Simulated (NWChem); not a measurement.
System: CF2GaNO; SMILES O=C=[N][Ga]([F])[F]

```xyz
6

Ga    -0.0720    -0.6846    -0.0003
F      1.3216    -1.7102    -0.0006
F     -1.6272    -1.4432     0.0000
N      0.0900     1.0886    -0.0001
C      0.1762     2.2856    -0.0001
O      0.2625     3.4473     0.0000
```
Atoms are numbered in this order, from 1.

All runs: NWChem. Pople sets run with spherical d functions. The geometry was optimised at PBE0/def2-SVP. Vzz is the largest principal value of the second derivative of the potential at the nucleus (NWChem prints the opposite sign); η is the asymmetry. Non-relativistic.

```tsv
level	Vzz Ga1 (a.u.)	η Ga1	Vzz N4 (a.u.)	η N4	Vzz O6 (a.u.)	η O6	relative time
B3LYP/cc-pVTZ	2.394	0.13	0.470	0.23	0.608	0.21	6
B3LYP/def2-SVP	1.715	0.05	0.499	0.20	0.662	0.19	1
Hartree-Fock/cc-pVTZ	2.734	0.12	0.450	0.18	0.701	0.16	4
Hartree-Fock/6-31G*	2.133	0.14	0.527	0.14	0.839	0.12	1
```

Relative times are rough (shared machine, one core).
